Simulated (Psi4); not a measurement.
Relaxed torsion scan: SMILES [GeH3][CH2]Br (CH5BrGe). Scanned: dihedral H4–Ge1–C2–Br3; all other coordinates were relaxed at GFN2-xTB.

Geometry of the scan point at 40° (Å):
```
8

Ge    -0.9912     0.1152    -0.0711
C      0.9315    -0.3424    -0.0735
Br     1.9232     1.3120     0.2009
H     -1.1868     1.3961    -0.8061
H     -1.7914    -0.9826    -0.6943
H     -1.4312     0.3125     1.3410
H      1.2756    -0.7550    -1.0199
H      1.2154    -1.0183     0.7298
```

Method: Psi4 with DF-MP2 (frozen core)/cc-pVTZ // GFN2-xTB.

Scanned values (°): 0, 10, 20, 30, 40, 50, 60, 70, 80, 90, 100, 110.

**Question.** Describe the profile: where are the wells and the tops?

**Answer.** Lower than their neighbours: 60° (0.00 kcal/mol). Higher than their neighbours: 0° (1.88 kcal/mol, end of the scan), 110° (1.74 kcal/mol, end of the scan). The whole profile spans 1.88 kcal/mol.
